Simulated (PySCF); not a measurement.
In(H)(F)(OEt) (C2H6FInO), SMILES C([O][InH][F])C. Geometry: PBE-D3(BJ)/def2-SVP. The structure was generated by enumeration; whether it is a known compound was not checked. The def2 effective core potentials stand for the cores of In; spin–orbit coupling is left out. One conformer was computed; it need not be the lowest.

Task: Give the equilibrium geometry at PBE-D3(BJ)/def2-SVP (PySCF confirms it by a frequency run) as Cartesian coordinates in Å. (An estimate is asked for; the answer gives what the named calculation found.)

Result: Several could match; the one computed here: 
```xyz
11

In    -0.6669     0.5066    -0.0448
H     -2.2511     1.1479    -0.1036
F      0.8108     1.2503    -1.1586
O     -0.0031    -1.0253     1.0841
C      1.3288    -1.5088     0.9928
C      1.7692    -1.8344    -0.4306
H      2.0513    -0.7879     1.4472
H      1.3685    -2.4289     1.6216
H      1.7572    -0.9121    -1.0506
H      2.8002    -2.2448    -0.4496
H      1.0919    -2.5859    -0.8870
```
Charge 0, spin multiplicity 1.
